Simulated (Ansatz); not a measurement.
Ansatz results at the PBE0-D4/def2-TZVP geometry: HOMO–LUMO gap (ωB97M-V/def2-TZVPP) 11.06 eV; HOMO–LUMO gap (B3LYP/def2-TZVPP) 6.62 eV; size of the dipole moment (PBE/def2-TZVPP) 2.14 D.

Each molecule was computed in one conformer, which needn't be the lowest.

**Question.** Which molecule gave them?
A. `B1OC[SiH2]1`
B. `C=C=C([SiH3])BF`
C. `[NH2][GeH2][SiH2]Cl`
D. `ClC1CCO1`

**Answer.** C. The others give `B1OC[SiH2]1`: 10.59, 6.08, 1.15; `C=C=C([SiH3])BF`: 10.25, 5.60, 1.77; `ClC1CCO1`: 13.00, 8.32, 2.78.

B3LYP here is the variant with VWN-RPA as its local correlation; programs differ in this.
